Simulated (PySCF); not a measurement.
**Fractional electron number in Tc⁻ (technetium, charge -1)**

The 4d beta orbital of [Kr] 4d6 5s2 is emptied in steps (occupation f), with all orbitals relaxed, ending at [Kr] 4d5 5s2. Calculation: PySCF 2.14, in aug-cc-pVTZ-PP with ECP28MDF; scalar relativity through the core potential. The exact energy is a straight line in f; departures are measured from the line between the end points of the same method.

```tsv
f	r2SCAN (eV)
1	0.000
0.9	-0.237
0.7	-0.575
0.5	-0.702
0.3	-0.595
0.1	-0.251
0	0.000
```

For r2SCAN, how does the orbital energy at f = 1 compare with the removal energy?

−ε = -2.050 eV against a total-energy difference of 0.520 eV. By Janak's theorem ε = ∂E/∂f, so the gap between them reflects the curvature. Along the path −ε is -1.640 (f = 0.9), -0.669 (f = 0.7), 0.457 (f = 0.5), 1.654 (f = 0.3), 2.789 (f = 0.1) eV.

At f = 1 the orbital energy is positive for r2SCAN: only the finite basis holds the electron.
